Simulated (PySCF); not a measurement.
C2H4BNO2, SMILES OB1C=NCO1.

Coordinates come from a PBE-D3(BJ)/def2-SVP optimisation. The structure was generated by enumeration, and PubChem lists no compound with its InChIKey, so it may never have been made. The values are those of a single conformer.

Level of theory: PBE-D3(BJ)/def2-SVP (PySCF 2.14.0).

Frequencies are harmonic and unscaled.

```tsv
mode	ν (cm⁻¹)	IR (km/mol)	moving atoms (share of kinetic energy)
1	195	2.3	O 46 %, H 20 %, C 19 %, B 9 %
2	345	11.2	O 50 %, H 17 %, C 16 %, B 12 %
3	370	5.1	H 39 %, N 30 %, C 17 %
4	535	104.4	H 82 %
5	581	5.7	O 52 %, C 18 %, B 12 %, N 11 %
6	636	39.1	B 59 %, H 20 %, O 16 %
7	759	6.5	O 42 %, N 35 %, C 16 %
8	851	12.4	C 43 %, H 24 %, O 21 %, N 12 %
9	870	5.0	H 62 %, C 28 %
10	930	215.5	H 52 %, C 21 %, O 21 %
11	973	15.5	C 52 %, N 24 %, H 17 %
12	1032	7.1	C 41 %, O 40 %, H 17 %
13	1032	9.3	H 60 %, C 32 %
14	1174	0.3	H 95 %
15	1188	51.4	H 60 %, B 30 %
16	1262	27.3	H 61 %, C 20 %, N 12 %
17	1333	24.7	H 47 %, B 26 %, C 16 %, O 12 %
18	1393	19.7	H 85 %
19	1486	359.0	B 68 %, O 19 %
20	1591	8.2	C 52 %, N 42 %
21	2965	23.4	H 95 %
22	3011	9.5	H 90 %, C 10 %
23	3080	17.2	H 91 %, C 9 %
24	3729	68.9	H 94 %
```
